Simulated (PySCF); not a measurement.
Theory: delta-SCF UKS SCAN, pcX-2 on the ionised atom, pcseg-1 elsewhere, spin-free X2C in PySCF. Geometries: PBE0-D3(BJ)/def2-SVP; isolated species, one conformer each. Kα1 is taken as the energy difference of the 1s-hole and 2p3/2-hole states at the ground state's geometry. Spin–orbit and ligand-field terms were added within each 2p shell after the spin-free SCF.

```json
{"site": "silicon in `FC/C=C\\O[SiH3]`", "Si 2p3/2 (eV)": "107.96"}
{"site": "silicon in `FB(F)[SiH2]c1cccs1`", "Si 2p3/2 (eV)": "106.76"}
{"site": "silicon in `C=[C](C)[Ge@H]([SiH3])[GeH3]`", "Si 2p3/2 (eV)": "106.31"}
```

Task: What are the Si 1s binding energies, and the Kα1 emission energies that follow?

Result: 
```csv
site,bonded to,1s (eV),2p3/2 (eV),Kα1 = 1s − 2p3/2 (eV)
silicon in `C=[C](C)[Ge@H]([SiH3])[GeH3]`,3 H and Ge,1846.01,106.31,1739.70
silicon in `FB(F)[SiH2]c1cccs1`,"C, 2 H and B",1846.52,106.76,1739.76
silicon in `FC/C=C\O[SiH3]`,O and 3 H,1847.85,107.96,1739.89
```

Ranges: 1s 1.84 eV, 2p3/2 1.65 eV, Kα1 0.19 eV. A straight-line fit of 1s on 2p3/2 has slope 1.11.
